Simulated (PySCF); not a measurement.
**Polarisability and C₆ of Au⁻ (gold, charge -1)**

[Xe] 4f14 5d10 6s2, closed-shell 1S. Calculation: PySCF 2.14, in aug-cc-pVTZ-PP with one added diffuse shell each of s, p, d, f, g type with ECP60MDF (7s7p6d4f3g, 113 functions); a scalar-relativistic core potential. Coupled (time-dependent) response in atomic units; α is the mean over directions.

```json
{"method": "UHF", "mean α (bohr³)": "196.8", "C₆ (like pair)": "2921", "S(−4)": "29650"}
{"method": "PBE0", "mean α (bohr³)": "124.2", "C₆ (like pair)": "1623", "S(−4)": "11520"}
```

S(−4) is the Cauchy moment in α(ω) = α(0) + S(−4) ω² + …

α(iu) at UHF:

| u (hartree) | α(iu) (bohr³) |
| --- | --- |
| 0 | 196.8 |
| 0.0500 | 147.7 |
| 0.100 | 93.26 |
| 0.200 | 45.95 |
| 0.300 | 28.80 |
| 0.500 | 15.91 |
| 0.750 | 9.978 |
| 1.00 | 7.124 |
| 1.50 | 4.309 |
| 2.00 | 2.927 |
| 3.00 | 1.610 |
| 5.00 | 0.6931 |

A single London oscillator, α(iu) = α/(1 + u²/ω²), gives C₆ = (3/4) ω α². Matching the computed C₆ needs ω = 4 × 2921 / (3 × 196.8²) = 0.101 hartree.

For an ion, C₆ is the dispersion term alone; charge-induced terms of lower order in 1/R come first.

Energies and moments cover only the electrons outside the core potential. Spin-orbit coupling, which splits the p, d and f shells strongly at this Z, is absent.
